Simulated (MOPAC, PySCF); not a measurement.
H3B, SMILES `B`, neutral singlet in the gas phase. 

Z-matrix (Å, degrees):
```
B
H 1 1.1886
H 1 1.1886 2 120.00
H 1 1.1886 2 120.00 3 179.99
```
Charge 0, spin multiplicity 1.

All levels are single points at this geometry (CAM-B3LYP-D3(BJ)/def2-TZVP); Pople sets use spherical d functions. Orbital energies aren't observables, and empty levels follow the basis.

B3LYP/3-21G in PySCF gives dipole (D) = 0.00.

Estimate the dipole (D) from each of these levels: CAM-B3LYP-D3(BJ)/def2-TZVP in PySCF; B3LYP/6-311+G** in PySCF; B3LYP/6-31G* in PySCF; BP86/6-31G* in PySCF; PM3 in MOPAC.


| level | dipole (D) |
|---|---|
| CAM-B3LYP-D3(BJ)/def2-TZVP in PySCF | 0.00 |
| B3LYP/6-311+G** in PySCF | 0.00 |
| B3LYP/6-31G* in PySCF | 0.00 |
| BP86/6-31G* in PySCF | 0.00 |
| PM3 in MOPAC | 0.00 |
